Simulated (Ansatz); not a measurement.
```xyz
3

Fe    0.0000    0.0000    0.0000
F     0.0000    0.0000    1.7700
F     0.0000    0.0000   -1.7700
```

Basis set: pcseg-2 (spherical functions). Some runs use density fitting. Charge 0, multiplicity 3.

Computed with Ansatz (development build ahead of 0.2.0); each method stands on the lowest determinant of its kind that the runs found.

The atomization energy at this shape (free ground-state atoms in the same class of orbitals less the molecule, no zero-point energy) of triplet FeF2:

```
            method  atomization energy
PBE (unrestricted)     229.39 kcal/mol
               UHF     119.67 kcal/mol
```

Problem. What does PBE0 (unrestricted) give?

Solution. 210.74 kcal/mol. Caution: another spin multiplicity may lie lower; the unrestricted determinant is a mixture of spin states.

The shape needn't be a minimum at these levels.
